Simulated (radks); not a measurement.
Minus the highest occupied eigenvalue as an estimate of the ionisation energy, N to N6+. The LB94 potential has the -1/r tail that LDA and GGA lack but no energy functional. Calculated with a radial shooting solver on a logarithmic mesh with Libxc functionals: scalar-relativistic Kohn-Sham, LB94 model potential, spin-polarised, spherical densities, finite nucleus; open shells are filled with parallel spins first; Fermi nuclear charge, rms radius 2.5582 fm.

[
 {"species": "N", "configuration": "[He] 2s2 2p3", "HOMO": "2p up", "-e(HOMO) (eV)": "13.885", "<r> (bohr)": "1.40", "IE, NIST (eV)": "14.534", "kind": "exp."},
 {"species": "N+", "configuration": "[He] 2s2 2p2", "HOMO": "2p up", "-e(HOMO) (eV)": "28.615", "<r> (bohr)": "1.23", "IE, NIST (eV)": "29.601", "kind": "semi-emp."},
 {"species": "N2+", "configuration": "[He] 2s2 2p1", "HOMO": "2p up", "-e(HOMO) (eV)": "46.087", "<r> (bohr)": "1.11", "IE, NIST (eV)": "47.445", "kind": "semi-emp."},
 {"species": "N3+", "configuration": "[He] 2s2", "HOMO": "2s", "-e(HOMO) (eV)": "75.437", "<r> (bohr)": "1.11", "IE, NIST (eV)": "77.474", "kind": "exp."},
 {"species": "N4+", "configuration": "[He] 2s1", "HOMO": "2s up", "-e(HOMO) (eV)": "97.122", "<r> (bohr)": "1.05", "IE, NIST (eV)": "97.890", "kind": "exp."},
 {"species": "N5+", "configuration": "[He]", "HOMO": "1s", "-e(HOMO) (eV)": "539.88", "<r> (bohr)": "0.227", "IE, NIST (eV)": "552.07", "kind": "theory"},
 {"species": "N6+", "configuration": "1s1", "HOMO": "1s up", "-e(HOMO) (eV)": "651.71", "<r> (bohr)": "0.215", "IE, NIST (eV)": "667.05", "kind": "theory"}
]

Reference values: NIST Atomic Spectra Database (exp. = measured, semi-emp. = semi-empirical, theory = theoretical value adopted there). Open shells are spherical and high-spin; term and fine-structure splittings are not resolved.
